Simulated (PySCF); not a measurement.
C3H9Al, SMILES [CH3][Al]([CH3])[CH3] (connectivity only; charge and spin as stated), charge +1, multiplicity 2.

Geometry optimised at B3LYP-D3(BJ)/def2-SVP. The spin state was assumed, not searched. The isomer is the one that the SMILES or the coordinates give; other isomers of the formula were not compared.

Computed with PySCF with PBE/def2-TZVP.

The total energy comes out as -361.59479 hartree. The α spin, highest occupied and lowest empty level comes out as -12.12 and -6.69 eV. The β spin, highest occupied and lowest empty level is -11.97 and -10.72 eV and the dipole moment about the centre of nuclear charge is 1.12 D. The mean static polarisability comes out as 71.5 bohr³ (10.60 Å³) and the polarisability, principal values is 48.4, 74.9, 91.2 bohr³. The ⟨S²⟩ is 0.753 (pure state 0.75).
